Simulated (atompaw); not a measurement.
# An all-electron radial function and its pseudo partner (chlorine (Cl))

Columns: radius, all-electron u(r) and pseudo u(r) of the 3s shell (level -20.69 eV) of chlorine in the configuration [Ne] 3s2 3p5; PBE, scalar-relativistic, PAW (atompaw) scheme, atompaw 4.2.0.5.

```json
{"r (bohr)": "0.060", "all-electron": "0.2215", "pseudo": "0.0576"}
{"r (bohr)": "0.119", "all-electron": "0.0073", "pseudo": "0.1141"}
{"r (bohr)": "0.179", "all-electron": "-0.2356", "pseudo": "0.1714"}
{"r (bohr)": "0.238", "all-electron": "-0.3861", "pseudo": "0.2276"}
{"r (bohr)": "0.298", "all-electron": "-0.4361", "pseudo": "0.2843"}
{"r (bohr)": "0.358", "all-electron": "-0.4019", "pseudo": "0.3406"}
{"r (bohr)": "0.417", "all-electron": "-0.3117", "pseudo": "0.3951"}
{"r (bohr)": "0.477", "all-electron": "-0.1855", "pseudo": "0.4496"}
{"r (bohr)": "0.537", "all-electron": "-0.0429", "pseudo": "0.5028"}
{"r (bohr)": "0.596", "all-electron": "0.1007", "pseudo": "0.5535"}
{"r (bohr)": "0.656", "all-electron": "0.2413", "pseudo": "0.6031"}
{"r (bohr)": "0.715", "all-electron": "0.3687", "pseudo": "0.6493"}
{"r (bohr)": "0.775", "all-electron": "0.4842", "pseudo": "0.6935"}
{"r (bohr)": "0.835", "all-electron": "0.5842", "pseudo": "0.7343"}
{"r (bohr)": "0.894", "all-electron": "0.6672", "pseudo": "0.7705"}
{"r (bohr)": "0.954", "all-electron": "0.7364", "pseudo": "0.8031"}
{"r (bohr)": "1.013", "all-electron": "0.7902", "pseudo": "0.8305"}
{"r (bohr)": "1.073", "all-electron": "0.8313", "pseudo": "0.8532"}
{"r (bohr)": "1.133", "all-electron": "0.8601", "pseudo": "0.8704"}
{"r (bohr)": "1.192", "all-electron": "0.8777", "pseudo": "0.8816"}
{"r (bohr)": "1.252", "all-electron": "0.8861", "pseudo": "0.8870"}
{"r (bohr)": "1.312", "all-electron": "0.8861", "pseudo": "0.8862"}
{"r (bohr)": "1.371", "all-electron": "0.8794", "pseudo": "0.8794"}
{"r (bohr)": "1.431", "all-electron": "0.8667", "pseudo": "0.8667"}
{"r (bohr)": "1.490", "all-electron": "0.8495", "pseudo": "0.8495"}
{"r (bohr)": "1.550", "all-electron": "0.8282", "pseudo": "0.8282"}
```

Question: How many radial nodes do the two functions have?

Answer: The all-electron 3s function has n − l − 1 = 2; the pseudo-wave has 0, since the states of the same l below it are removed with the core.

Question: At about which radius was the pseudo-wave matched?

Answer: 1.35 bohr, where the columns begin to agree (steps of 0.06 bohr).

Question: Is the pseudo-wave norm-conserving?

Answer: No, it belongs to a PAW set: the norm inside the radius is not constrained, and the difference is carried by the augmentation charge.
